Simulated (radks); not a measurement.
The numbers below are computed, except where a source is named.
How relativity changes the ionisation of neutral mercury ([Hg]) to Hg+ ([Xe] 4f14 5d10 6s1). Spin-unpolarised spherical Kohn-Sham, BLYP, point nucleus unless stated (finite: rms radius 5.4648 fm), a radial shooting solver on a logarithmic mesh with Libxc functionals. A level marked "c x" has the speed of light scaled by that factor.

level,E(Hg) (hartree),E(Hg+) (hartree),IE (eV),HOMO,<r> HOMO (bohr)
non-rel.,-18413.5892,-18413.2692,8.708,6s,3.114
scalar-rel.,-19623.7419,-19623.3488,10.696,6s,2.709
"scalar-rel., finite nucleus",-19619.0010,-19618.6082,10.689,6s,2.710
Dirac,-19663.2021,-19662.8086,10.708,6s1/2,2.709
"Dirac, finite nucleus",-19658.4045,-19658.0112,10.700,6s1/2,2.710
"Dirac, c x 1.25",-19157.2879,-19156.9270,9.820,6s1/2,2.866
"Dirac, c x 2",-18684.5687,-18684.2347,9.088,6s1/2,3.022
"Dirac, c x 3",-18531.2958,-18530.9699,8.870,6s1/2,3.074

NIST Atomic Spectra Database: 10.438 eV (measured). The relativistic part of the total energy of Hg is -1245 hartree (Dirac, finite nucleus), 6.8 % of the non-relativistic value. Spin polarisation and multiplet splitting of open shells are left out at every level.

Beside tabulated values, note that relativity, absent from the non-relativistic runs, is large for the heavy elements, and spin-unpolarised runs miss the spin-polarisation part of the exchange energy of open shells.
